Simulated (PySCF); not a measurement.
GeBrMe3, C3H9BrGe.
Structure used (PBE0-D3(BJ)/def2-SVP), in Å, numbered top down from 1:
```
atom  x, y, z in Å
Ge1    0.004   -0.002    0.376
Br2    0.040    0.012    2.717
C3     1.862   -0.015   -0.201
H4     2.393    0.856    0.208
H5     1.913    0.021   -1.300
H6     2.362   -0.929    0.148
C7    -0.927    1.618   -0.168
H8    -1.958    1.611    0.212
H9    -0.953    1.685   -1.267
H10   -0.412    2.504    0.229
C11   -0.947   -1.616   -0.150
H12   -1.977   -1.594    0.232
H13   -0.441   -2.503    0.255
H14   -0.978   -1.694   -1.248
```

The calculation used PySCF 2.14.0, density-fitted response routines, TDDFT PBE0/def2-SVPD, vertical, gas phase, core orbitals frozen in the response. Relativistic effects, spin–orbit coupling among them, are left out although an element past zinc is present.

Transition dipole moments from the ground state, in atomic units and in the frame of the coordinates above (overall signs are arbitrary), for the states with f of 0.002 or more among the lowest 14:

```tsv
state	E (hartree)	μx	μy	μz
S1	0.2407	-0.396	0.172	0.005
S2	0.2408	-0.171	-0.394	0.005
S3	0.2601	-0.521	0.247	0.007
S4	0.2602	0.247	0.523	-0.008
S5	0.2945	-0.247	0.180	0.004
S6	0.2945	-0.165	-0.223	0.002
S7	0.2946	0.008	-0.075	-0.002
S8	0.2947	-0.091	-0.092	-0.002
S9	0.2950	-0.023	0.029	0.000
S10	0.2965	0.003	-0.003	0.323
S13	0.3072	-0.186	0.324	0.005
S14	0.3073	0.323	0.191	-0.015
```

Question: What oscillator strength does each state have?

Answer: f = (2/3) ΔE |μ|² with ΔE in hartree (27.2114 eV).

```tsv
state	|μ|² (au)	|μ| (D)	f
S1	0.186	1.10	0.030
S2	0.184	1.09	0.030
S3	0.333	1.47	0.058
S4	0.335	1.47	0.058
S5	0.093	0.78	0.018
S6	0.077	0.71	0.015
S7	0.006	0.19	0.001
S8	0.017	0.33	0.003
S9	0.001	0.09	0.000
S10	0.105	0.82	0.021
S13	0.139	0.95	0.029
S14	0.141	0.96	0.029
```

Question: Which bond between heavy atoms lies closest to the direction of the S10 transition dipole?

Answer: Ge1–Br2, at 1° from it; next Ge1–C7 and Ge1–C3 at 73°.

S1/S2, S3/S4, S5/S6, S7/S8/S9 and S13/S14 coincide within about 0.01 eV; within a degenerate level the directions of the single components are arbitrary.

Without π bonds the low states may be Rydberg-like; a valence basis with one diffuse set may place them up to an eV too high.
